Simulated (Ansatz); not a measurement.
Single points on pyrene (C16H10).

```yaml
crystal:
  periodic: [false, false, false]
  atoms:
    - {symbol: C, position_ang: [3.510036, 0.340606, 0.104954]}
    - {symbol: C, position_ang: [2.938707, -0.933171, 0.102875]}
    - {symbol: C, position_ang: [1.541226, -1.094776, 0.061126]}
    - {symbol: C, position_ang: [0.917179, -2.387012, 0.057654]}
    - {symbol: C, position_ang: [-0.443332, -2.519023, 0.016912]}
    - {symbol: C, position_ang: [-1.303086, -1.370764, -0.023710]}
    - {symbol: C, position_ang: [-2.705560, -1.480888, -0.065530]}
    - {symbol: C, position_ang: [-3.510064, -0.340618, -0.104019]}
    - {symbol: C, position_ang: [-2.938767, 0.933179, -0.101869]}
    - {symbol: C, position_ang: [-1.541240, 1.094790, -0.061196]}
    - {symbol: C, position_ang: [-0.917164, 2.387019, -0.058087]}
    - {symbol: C, position_ang: [0.443367, 2.519038, -0.017823]}
    - {symbol: C, position_ang: [1.303116, 1.370777, 0.023145]}
    - {symbol: C, position_ang: [2.705580, 1.480887, 0.065604]}
    - {symbol: C, position_ang: [0.708799, 0.068784, 0.020873]}
    - {symbol: C, position_ang: [-0.708793, -0.068762, -0.021173]}
    - {symbol: H, position_ang: [4.598487, 0.446223, 0.137278]}
    - {symbol: H, position_ang: [3.575150, -1.823099, 0.133891]}
    - {symbol: H, position_ang: [1.558517, -3.273491, 0.088449]}
    - {symbol: H, position_ang: [-0.903109, -3.512355, 0.014477]}
    - {symbol: H, position_ang: [-3.159870, -2.476678, -0.067330]}
    - {symbol: H, position_ang: [-4.598503, -0.446287, -0.136517]}
    - {symbol: H, position_ang: [-3.575273, 1.823091, -0.132007]}
    - {symbol: H, position_ang: [-1.558483, 3.273506, -0.089107]}
    - {symbol: H, position_ang: [0.903145, 3.512373, -0.016258]}
    - {symbol: H, position_ang: [3.159926, 2.476662, 0.067389]}
basis:
  gaussian: {orbitals: def2-SVP, initial_orbitals: start.molden}
hamiltonian: {xc: pbe0, dispersion: d4}
scf: {omitted_lower_state_checks: [starts]}
output: {orbitals: {seedname: orbitals}}
```

The file start.molden holds the orbitals of an earlier run on this structure, at another level or in another basis.

```sh
$ ansatz run in.yaml --threads 4 --pin off --events-out ev --progress --plain --max-ram 9574MiB
```

It prints (some lines left out):

```
Functional definition: PBE0
3108 factors; their error is unknown
mean field evaluation 1: about -16724.5026 eV, gradient 8.0e0 eV
mean field evaluation 2: about -16724.6701 eV, gradient 1.1e-1 eV
mean field evaluation 4: about -16724.5788 eV, gradient 7.4e-4 eV
mean field -16724.57876138 eV, -614.6169331541 hartree, gradient 1.8e-5 eV, S^2 0.000000; 0 other end points of the search recorded, 0 dependent functions left out
reference -16724.57879625 eV, -614.6169344354 hartree; 53, 53 occupied and 221, 221 virtual orbitals, 3108 factors
Total energy: -16725.51753025 eV, -614.6514322737 hartree
Checks for a lower state left out: starts
```

Run time 12 s (4 threads of AMD EPYC 7R43 on a shared host), peak host memory 1.7 GiB.

As the first input, with `gaussian: {orbitals: def2-TZVP, initial_orbitals: start.molden}`, `hamiltonian: {xc: pbe, dispersion: d4}`, `output: {forces: true, orbitals: {seedname: orbitals}}` (abridged; 21 s):

```
Functional definition: PBE
mean field -16740.27851304 eV, -615.1938883860 hartree, gradient 1.5e-5 eV, S^2 0.000000
Total energy: -16741.37177632 eV, -615.2340650704 hartree
Atom 0 force     0.006523     0.000796    -0.001262 eV/Å
Atom 1 force    -0.021838     0.014572    -0.001149 eV/Å
Atom 2 force    -0.001638     0.011488     0.001401 eV/Å
Atom 3 force    -0.036510     0.011693    -0.001956 eV/Å
Atom 4 force     0.033686     0.018383     0.000302 eV/Å
Atom 5 force    -0.000703     0.011066     0.001252 eV/Å
Atom 6 force     0.018758     0.018579     0.000294 eV/Å
Atom 7 force    -0.006441    -0.000620    -0.000967 eV/Å
Atom 8 force     0.022280    -0.014785    -0.000175 eV/Å
Atom 9 force     0.001316    -0.011298     0.002199 eV/Å
Atom 10 force     0.036508    -0.011599     0.000749 eV/Å
Atom 11 force    -0.033814    -0.018731    -0.001228 eV/Å
Atom 12 force     0.000713    -0.010842     0.001409 eV/Å
Atom 13 force    -0.018776    -0.018723    -0.000977 eV/Å
Atom 14 force    -0.007280    -0.000769    -0.000028 eV/Å
Atom 15 force     0.007326     0.000707    -0.001940 eV/Å
Atom 16 force    -0.086702    -0.008433    -0.001559 eV/Å
Atom 17 force    -0.042296     0.064375    -0.002447 eV/Å
Atom 18 force    -0.040103     0.059279    -0.002029 eV/Å
Atom 19 force     0.027963     0.065929     0.000751 eV/Å
Atom 20 force     0.029211     0.071415    -0.000369 eV/Å
Atom 21 force     0.086561     0.008609     0.003635 eV/Å
Atom 22 force     0.042436    -0.064300     0.001464 eV/Å
Atom 23 force     0.040069    -0.059339     0.002339 eV/Å
Atom 24 force    -0.027937    -0.066026     0.000389 eV/Å
Atom 25 force    -0.029309    -0.071427    -0.000097 eV/Å
Dipole moment:     0.000001    -0.000008    -0.000056 e Å
Checks for a lower state left out: starts
```

First input, but with `gaussian: {orbitals: 6-31G, initial_orbitals: start.molden}`, `hamiltonian: {xc: hf}` (abridged; 4.4 s):

```
Functional definition: HF
mean field -16641.09818383 eV, -611.5490785142 hartree, gradient 2.0e-5 eV, S^2 0.000000
Total energy: -16641.09818383 eV, -611.5490785142 hartree
Checks for a lower state left out: starts
```

As the first input, with `gaussian: {orbitals: def2-TZVP, initial_orbitals: start.molden}`, `output: {forces: true, orbitals: {seedname: orbitals}}` (abridged; 58 s):

```
Functional definition: PBE0
mean field -16741.75373766 eV, -615.2481018906 hartree, gradient 1.6e-5 eV, S^2 0.000000
Total energy: -16742.69251624 eV, -615.2826013674 hartree
Atom 0 force    -0.208567    -0.020064    -0.007967 eV/Å
Atom 1 force    -0.177155     0.150931    -0.007685 eV/Å
Atom 2 force     0.067399     0.255831     0.000717 eV/Å
Atom 3 force    -0.405317    -0.031033    -0.012961 eV/Å
Atom 4 force     0.403826     0.047353     0.011401 eV/Å
Atom 5 force    -0.115228     0.237572    -0.004918 eV/Å
Atom 6 force     0.145098     0.182286     0.002295 eV/Å
Atom 7 force     0.208661     0.020242     0.005222 eV/Å
Atom 8 force     0.177602    -0.151165     0.006150 eV/Å
Atom 9 force    -0.067720    -0.255639     0.003268 eV/Å
Atom 10 force     0.405318     0.031141     0.011521 eV/Å
Atom 11 force    -0.403964    -0.047716    -0.012305 eV/Å
Atom 12 force     0.115218    -0.237343     0.007955 eV/Å
Atom 13 force    -0.145107    -0.182440    -0.002898 eV/Å
Atom 14 force     0.132019     0.012751     0.004155 eV/Å
Atom 15 force    -0.131971    -0.012816    -0.006234 eV/Å
Atom 16 force    -0.353361    -0.034308    -0.009411 eV/Å
Atom 17 force    -0.194849     0.284289    -0.009988 eV/Å
Atom 18 force    -0.207082     0.271608    -0.009834 eV/Å
Atom 19 force     0.151204     0.306423     0.001757 eV/Å
Atom 20 force     0.136845     0.316583    -0.000080 eV/Å
Atom 21 force     0.353213     0.034504     0.011664 eV/Å
Atom 22 force     0.195010    -0.284207     0.008726 eV/Å
Atom 23 force     0.207041    -0.271672     0.010197 eV/Å
Atom 24 force    -0.151177    -0.306521    -0.000339 eV/Å
Atom 25 force    -0.136955    -0.316589    -0.000409 eV/Å
Dipole moment:     0.000001    -0.000008    -0.000057 e Å
Checks for a lower state left out: starts
```

First input, but with `correlation: {method: mp2}` and without the key `hamiltonian` (abridged; 18 s):

```
Functional definition: HF
mean field -16634.64936870 eV, -611.3120889295 hartree, gradient 2.4e-6 eV, S^2 0.000000; unrestricted orbitals would lower it
16 core orbitals not correlated: weight in the atoms' cores, before any rotation towards them, 1.000 or more for the frozen orbitals, at most 0.000 for the correlated occupied ones
second order -56.01337077 eV of doubles, -0.00000000 eV of singles
Total energy: -16690.66273947 eV, -613.3705423380 hartree
Checks for a lower state left out: starts
```

Geometry: r2SCAN-D4/def2-SVP.

Correlated methods freeze 16 core orbitals. The restricted singlet is unstable towards broken spin symmetry in Hartree–Fock (as tested in another run); at HF/6-31G this wasn't settled. At MP2/def2-SVP the restricted singlet (for correlated methods, its reference) is unstable: a solution with broken spin symmetry lies lower.
